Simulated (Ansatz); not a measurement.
Gas-phase reaction in SMILES: CO[SiH2]CCO -> OCCC[SiH2]O
Each molecule is optimised on its own at B3LYP-D3(BJ)/def2-TZVP (Ansatz, a program for electronic structure), one conformer each, not searched for the lowest.

Wanted: isomerisation energy (electronic energy difference), in eV. Correlated levels leave the core frozen unless marked. No spin-orbit coupling. Non-relativistic. CBS marks a two-point X^-3 extrapolation of the correlation energy; Hartree-Fock from the larger set.

Level to compare with: CCSD(T)/CBS(cc-pV(T+d)Z,cc-pV(Q+d)Z) (Ansatz), -0.57 eV. It is a level with limits of its own, and the differences hold the functionals' basis error too.

Question: Rank these functionals by how close they come to CCSD(T)/CBS(cc-pV(T+d)Z,cc-pV(Q+d)Z), closest first: r2SCAN/def2-TZVPD (Ansatz); BLYP/def2-TZVPD (Ansatz); BHLYP/def2-TZVPD (Ansatz).

Answer: r2SCAN/def2-TZVPD (meta-GGA, -0.49 eV, difference 0.08), BHLYP/def2-TZVPD (global hybrid, -0.44 eV, difference 0.13), BLYP/def2-TZVPD (GGA, -0.39 eV, difference 0.18)
